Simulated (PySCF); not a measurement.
Species: C7H11 (doublet state).
SMILES with atom numbers: `[CH3:1][C:2]1[C@@H:3]2[CH2:4][CH2:5][C@H:6]1[CH2:7]2` (hydrogens: H8, H9, H10 on C1; H11 on C3; H12, H13 on C4; H14, H15 on C5; H16 on C6; H17, H18 on C7)

Structure used (GFN2-xTB), in Å, numbered top down from 1:
```xyz
18
C7H11 angstrom
C      2.2800    0.3427   -0.1435
C      0.8240    0.3457    0.0885
C     -0.2762    0.3542   -0.9494
C     -1.4621    0.8976   -0.1383
C     -1.2610    0.0925    1.1688
C     -0.0112   -0.7109    0.7764
C     -0.3862   -1.1552   -0.6521
H      2.8158    0.2383    0.7993
H      2.5951   -0.4836   -0.7973
H      2.5877    1.2708   -0.6258
H     -0.1394    0.7415   -1.9547
H     -2.4172    0.6838   -0.6174
H     -1.3848    1.9721    0.0208
H     -2.1084   -0.5540    1.3954
H     -1.0742    0.7364    2.0269
H      0.3914   -1.3988    1.5141
H     -1.3657   -1.6169   -0.7866
H      0.3836   -1.7499   -1.1367
```

The hyperfine couplings belong to this conformer and change with its torsions.

Method used: UKS B3LYP, pcH-1 on C H, non-relativistic, mean-field spin-orbit, GIAO (PySCF). Isolated species at its GFN2-xTB geometry, gas phase. A GFN2-xTB geometry isn't a minimum of the functional, and hyperfine couplings can be far from their values at a DFT geometry. No stability test was run, so a lower SCF solution isn't excluded.

(1) Predict the first-order ENDOR lines of C2, C7, C4/C5, C3/C6, C1, H8/H9/H10, H17, H18, H12/H14 and H13/H15 under fast tumbling at B = 3363.7 mT (W band).

(2) Which pairs are centred on the nuclear Larmor frequency, and which on half the coupling?

(3) At what field would the lower line of H8/H9/H10 fall to zero frequency?

Results:

(1) For S = 1/2 in fast tumbling each set of equivalent nuclei gives two lines, ν± = |νn ± a/2| to first order, with νn = g_N μN B/h and μN/h = 7.62259 MHz/T.

| nuclei | isotope | g_N | νn (MHz) | a_iso (MHz) | lower line (MHz) | upper line (MHz) |
| --- | --- | --- | --- | --- | --- | --- |
| C2 | 13C | 1.4048 | 36.02 | 190.23 | 59.10 | 131.14 |
| C7 | 13C | 1.4048 | 36.02 | 85.22 | 6.59 | 78.63 |
| C4/C5 | 13C | 1.4048 | 36.02 | 38.40 | 16.82 | 55.22 |
| C3/C6 | 13C | 1.4048 | 36.02 | -16.82 | 27.61 | 44.43 |
| C1 | 13C | 1.4048 | 36.02 | -12.61 | 29.71 | 42.33 |
| H8/H9/H10 | 1H | 5.5857 | 143.22 | 68.57 | 108.93 | 177.50 |
| H17 | 1H | 5.5857 | 143.22 | 60.44 | 113.00 | 173.44 |
| H18 | 1H | 5.5857 | 143.22 | -2.88 | 141.78 | 144.66 |
| H12/H14 | 1H | 5.5857 | 143.22 | 2.11 | 142.16 | 144.27 |
| H13/H15 | 1H | 5.5857 | 143.22 | -1.99 | 142.22 | 144.21 |

The rows for 13C, of low natural abundance, apply to labelled samples.

(2) Centred on νn, since |a| < 2νn: C4/C5, C3/C6, C1, H8/H9/H10, H17, H18, H12/H14 and H13/H15. Centred on |a|/2 and split by 2νn: C2 and C7.

(3) Where νn = |a|/2, that is B = 34.29 MHz/(5.5857 × 7.62259 MHz/T) = 805 mT, as far as first order holds there.

Couplings of abundant isotopes left out: H11/H16 (1.0 MHz).

Class means assume fast exchange of nuclei equivalent by connectivity; if that motion is slow, each nucleus keeps its own coupling. The three 1H nuclei of mean +68.6 MHz run from 22.8 to 144.9 MHz in the frozen geometry.
